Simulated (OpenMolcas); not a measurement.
## Mo3+ in MgO

Mo3+ with its 6 nearest oxide ions at 2.082 Å, on the Mg site of MgO (a = 4.2112 Å, distance in the model lattice 2.106 Å). The rest of the host is ab initio model potentials to 7.6 Å, with orthogonalisation functions on the cations behind the ligands, and point charges beyond; the distance is set by hand and nothing relaxes, and no local charge compensation is placed. Ligand basis ANO-RCC-VDZP.

```yaml
Program: OpenMolcas 26.06
Method: CASSCF
Basis: ANO-RCC-VDZP [6s5p3d1f]
Scalar_Hamiltonian: DKH2, point nucleus
Active_space: 3 electrons in 5 orbitals (4d)
State_averaging: 2S+1 = 4 even, 10 roots; 2S+1 = 2 even, 40 roots
Spin-orbit_coupling: state interaction with AMFI integrals over the reference wave functions
```

The lowest spin-free states (labels of O, the rotations of Oh), above the lowest:

```
   State  Degeneracy  E (cm-1)
     4A2           1       0.0
      2E           2     12900
     2T1           3     13484
     2T2           3     20735
     4T2           3     33273
     4T1           3     40836
     2A1           1     43457
2S+1 = 2           3     45514
2S+1 = 2           3     45886
      2E           2     47360
     2T1           3     50885
     2T2           3     54618
     2A2           1     56849
      2E           2     65942
     4T1           3     68910
2S+1 = 2           3     78532
2S+1 = 2           3     80042
     2T1           3     84592
     2T2           3     98148
      2E           2    116012
```

The lowest levels with spin-orbit coupling:

```
E (cm-1)  Degeneracy  Label  2S+1               g
     0.0           4     Γ8     4                
   12875           4     Γ8     2                
   13417           4     Γ8     2                
   13564           2            2  0.51 0.51 0.51
   20751           4     Γ8     2                
   20934           2            2  1.91 1.91 1.91
   33042           2            4  2.95 2.95 2.95
   33209           4     Γ8     4                
   33459           4     Γ8     4                
   33488           2            4  2.38 2.38 2.38
   40702           2            4  3.15 3.15 3.15
   40859           4     Γ8     4                
   40959           2            4  2.09 2.09 2.09
   40975           4     Γ8     4                
   43578           2            2  2.25 2.25 2.25
   45468           2            2  0.09 0.09 0.09
   45540           4     Γ8     2                
   45646           2            2  1.04 1.04 1.04
   46093           4     Γ8     2                
   47478           4     Γ8     2
```

Powder χT (cm3 K/mol): 1.8 at 2 K, 1.8 at 10 K, 1.8 at 50 K, 1.81 at 100 K, 1.81 at 200 K, 1.81 at 300 K. The effective moment at 300 K is 2.828 √(χT) = 3.81 μB.

The lowest level has 2S+1 = 4, for which the spin-only value is χT = S(S+1) / 2 = 1.875 cm3 K/mol (g = 2). The computed 1.812 at 300 K differs by -0.063, through orbital momentum, spin-orbit coupling and any other state in reach.

Metal share of the active 4d orbitals (Löwdin): 77, 77, 86, 86, 86 %; Mulliken charge of the metal 1.89.

A least-squares ligand-field fit to the states below 45000 cm-1, each weighted by its degeneracy and with a free common offset, gives 10Dq = 33202 cm-1, B = 685 cm-1 and C = 2514 cm-1 (C/B = 3.67), with an rms deviation of 34 cm-1.

The same method and metal basis give the free ion B = 802 cm-1 (fit to its terms below 60000 cm-1, rms deviation 39 cm-1), so the nephelauxetic ratio is β = 685 / 802 = 0.85; it hangs on how both fits weigh the states, and computed free-ion B values tend to be too large, so β mixes covalency with correlation.

Without dynamic correlation the repulsion within the d shell is too large (B by tens of per cent), so at a given field states of lower spin stand too high. The least metal-like active orbital is 77 % on the metal (Löwdin) and no ligand orbital is active, so the numbers are rough. With metal d orbitals alone the field can be off either way by tens of per cent. Ligand-to-metal charge-transfer states are missing. With no ligand orbital active B as a rule stays too high, so bands that hang on it stand too high and its fall with covalency is understated. No measured value stands beside these numbers; the geometry was set by hand and not optimised.
